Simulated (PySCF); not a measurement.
Sn(F)(NH2) (FH2NSn), SMILES [NH2][Sn][F] (connectivity only; charge and spin as stated), neutral, multiplicity 1.

Geometry optimised at PBE-D3(BJ)/def2-TZVP. The def2 effective core potentials stand for the cores of Sn; spin–orbit coupling is left out. One conformer was computed; it need not be the lowest.

The numbers are results of CAM-B3LYP/def2-TZVPD (PySCF), not measurements.

Isolated molecule, no solvent.

```yaml
total_energy: -370.17732 hartree
point_group: Cs
highest_occupied_level: -8.98 eV
lowest_empty_level: -1.17 eV
orbital_gap: 7.82 eV
dipole_moment: 0.657 e·Å
quadrupole, principal values (traceless, Buckingham form, about the centre of nuclear charge): -5.99, 1.84, 4.15 D·Å
mean_static_polarisability: 50.7 bohr³ (7.51 Å³)
polarisability_principal_values: 43.2, 48.4, 60.4 bohr³
```
